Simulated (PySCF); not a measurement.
Species: C6H6Cl2O.
Z-matrix (Å and degrees, GFN2-xTB geometry), rows numbered from 1:
```
O 
C   1  1.2029
C   2  1.4747  1  127.29
C   3  1.3289  2  110.80  1   177.01
C   4  1.5038  3  112.74  2    -0.37
C   5  1.5256  4  111.05  3   126.50
Cl  6  1.7821  5  110.80  4   -58.26
Cl  6  1.7796  5  110.41  4  -179.67
C   2  1.5216  1  126.12  3   179.74
H   3  1.0749  2  122.08  1    -2.74
H   4  1.0768  3  126.47  2   179.75
H   5  1.0959  4  109.77  3  -115.59
H   6  1.0921  5  111.83  4    61.02
H   9  1.0903  2  108.49  1    64.92
H   9  1.0887  2  110.33  1   -52.53
```

The calculation used PBE0/def2-SVPD in PySCF (dipole) on a GFN2-xTB geometry, gas phase.

Take the most abundant isotopes and a rigid rotor. The values belong to one conformer with, in the numbering `[O:1]=[C:2]1[CH:3]=[CH:4][C@H:5]([CH:6]([Cl:7])[Cl:8])[CH2:9]1`, C4–C5–C6–Cl7 -58°.

(1) Give the principal moments of inertia and the rotational constants in GHz.

(2) What kind of rotor is it?

(3) What does the inertial defect say?

(4) Give the other two planar moments, Paa and Pbb, and the rms extents of the mass along the axes.

(5) Give the coordinates in the principal-axis frame, origin at the centre of mass.

(6) Where do the levels up to J = 5 lie, in cm⁻¹?

(7) Predict some low-J microwave lines.

(8) Estimate the classical rotational partition function at 100 K, 200 K and 298.15 K.

## Answers

(1) Ia = 251.45, Ib = 654.03, Ic = 720.92 u·Å²; 505379 MHz·u·Å²/I gives 2010, 772.7 and 701.0 MHz, that is A = 2.0099, B = 0.7727, C = 0.7010 GHz.

(2) An asymmetric top. Ray's parameter κ = (2B − A − C)/(A − C) = -0.890; −1 is the prolate and +1 the oblate limit.

(3) Not planar: Δ = Ic − Ia − Ib = -184.56 u·Å². For a rigid frame Δ = −2 Σ m c², so Σ m c² = 92.28 u·Å² lies off the ab plane: 12.29 from hydrogen and 79.99 from heavier atoms. The atom farthest from that plane is 2.22 Å away.

(4) Paa = Σ m a² = (Ib + Ic − Ia)/2 = 561.75 and Pbb = Σ m b² = (Ia + Ic − Ib)/2 = 159.17 u·Å². With the mass M = 163.98 u, the rms extents √(P/M) along a, b and c are 1.85, 0.99, 0.75 Å.

(5) The sense of each axis is arbitrary; atoms in the order of the calculation.
```json
{"atom": "O1", "mass (u)": "15.995", "a (Å)": "3.149", "b (Å)": "-0.684", "c (Å)": "1.018"}
{"atom": "C2", "mass (u)": "12.000", "a (Å)": "2.240", "b (Å)": "-0.389", "c (Å)": "0.287"}
{"atom": "C3", "mass (u)": "12.000", "a (Å)": "2.234", "b (Å)": "0.654", "c (Å)": "-0.756"}
{"atom": "C4", "mass (u)": "12.000", "a (Å)": "1.079", "b (Å)": "0.658", "c (Å)": "-1.413"}
{"atom": "C5", "mass (u)": "12.000", "a (Å)": "0.125", "b (Å)": "-0.394", "c (Å)": "-0.918"}
{"atom": "C6", "mass (u)": "12.000", "a (Å)": "-1.223", "b (Å)": "0.218", "c (Å)": "-0.552"}
{"atom": "Cl7", "mass (u)": "34.969", "a (Å)": "-1.030", "b (Å)": "1.474", "c (Å)": "0.696"}
{"atom": "Cl8", "mass (u)": "34.969", "a (Å)": "-2.335", "b (Å)": "-1.039", "c (Å)": "0.040"}
{"atom": "C9", "mass (u)": "12.000", "a (Å)": "0.864", "b (Å)": "-1.037", "c (Å)": "0.261"}
{"atom": "H10", "mass (u)": "1.008", "a (Å)": "3.079", "b (Å)": "1.297", "c (Å)": "-0.925"}
{"atom": "H11", "mass (u)": "1.008", "a (Å)": "0.804", "b (Å)": "1.316", "c (Å)": "-2.219"}
{"atom": "H12", "mass (u)": "1.008", "a (Å)": "-0.063", "b (Å)": "-1.126", "c (Å)": "-1.712"}
{"atom": "H13", "mass (u)": "1.008", "a (Å)": "-1.700", "b (Å)": "0.693", "c (Å)": "-1.412"}
{"atom": "H14", "mass (u)": "1.008", "a (Å)": "0.366", "b (Å)": "-0.831", "c (Å)": "1.209"}
{"atom": "H15", "mass (u)": "1.008", "a (Å)": "0.956", "b (Å)": "-2.118", "c (Å)": "0.170"}
```

(6) Above 0(0,0):
J = 1: 1(0,1) 0.0492, 1(1,1) 0.0904, 1(1,0) 0.0928
J = 2: 2(0,2) 0.1474, 2(1,2) 0.1864, 2(1,1) 0.1935, 2(2,1) 0.3173, 2(2,0) 0.3174
J = 3: 3(0,3) 0.2944, 3(1,3) 0.3302, 3(1,2) 0.3445, 3(2,2) 0.4648, 3(2,1) 0.4653, 3(3,1) 0.6772, 3(3,0) 0.6772
J = 4: 4(0,4) 0.4901, 4(1,4) 0.5218, 4(1,3) 0.5457, 4(2,3) 0.6614, 4(2,2) 0.6629, 4(3,2) 0.8740, 4(3,1) 0.8740, 4(4,1) 1.1711, 4(4,0) 1.1711
J = 5: 5(0,5) 0.7339, 5(1,5) 0.7612, 5(1,4) 0.7970, 5(2,4) 0.9069, 5(2,3) 0.9104, 5(3,3) 1.1201, 5(3,2) 1.1202, 5(4,2) 1.4171, 5(4,1) 1.4171, 5(5,1) 1.7991, 5(5,0) 1.7991
Those of J = 1 are B + C, A + C and A + B.

(7) The dipole components are |μa| = 1.60 D, |μb| = 0.76 D, |μc| = 3.68 D. The squared components, which scale the intensities, stand as 0.19 : 0.04 : 1.00 (a : b : c). Some lines, for components of 0.1 D or more:

```csv
type,branch,"J(Ka,Kc)",MHz,lower level (cm⁻¹)
c,Q,"1(1,1) ← 1(0,1)",1237,0.049
c,R,"1(1,0) ← 0(0,0)",2783,0.000
b,Q,"3(2,1) ← 3(1,2)",3621,0.345
b,Q,"2(2,1) ← 2(1,2)",3927,0.186
b,R,"2(1,2) ← 1(0,1)",4113,0.049
a,R,"3(1,3) ← 2(1,2)",4312,0.186
b,R,"3(1,3) ← 2(0,2)",5480,0.147
c,R,"3(1,2) ← 2(0,2)",5910,0.147
c,R,"2(2,1) ← 1(1,1)",6802,0.090
b,R,"3(2,2) ← 2(1,1)",8133,0.194
c,R,"3(3,0) ← 2(2,0)",10785,0.317
```

(8) Point group C1, symmetry number σ = 1; q = (√π/σ)·√((kT/h)³/(ABC)), k/h = 20836.6 MHz/K: 162000 at 100 K, 457000 at 200 K, 832000 at 298.15 K.

No GFN2-xTB frequencies stand behind this structure, so it isn't proved a minimum. Zero-point vibration and centrifugal distortion are left out. Quadrupole hyperfine structure (35Cl) is left out.
